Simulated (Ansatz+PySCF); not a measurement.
Values are calculated unless marked as measured or tabulated.
## PySCF 2.14.0 run

```python
from pyscf import gto, scf

mol = gto.M(atom="""
Al 0.000000 0.000000 0.000000
Cl 1.148660 1.148660 1.148660
Cl 1.148660 -1.148660 -1.148660
Cl -1.148660 1.148660 -1.148660
Cl -1.148660 -1.148660 1.148660
""", basis='def2-svp', charge=-1, spin=0)
mf = scf.UHF(mol)
mf.kernel()
print(mf.converged, mf.e_tot, mf.spin_square()[0])
```

The script is written out from the run's settings.

Results

| Item | Value |
| --- | --- |
| Converged | yes |
| Total energy | -2079.60433 hartree |
| Spin squared of the determinant | 0.000 |
| Cycles | 9 |

Caution: no diffuse functions for an anion.
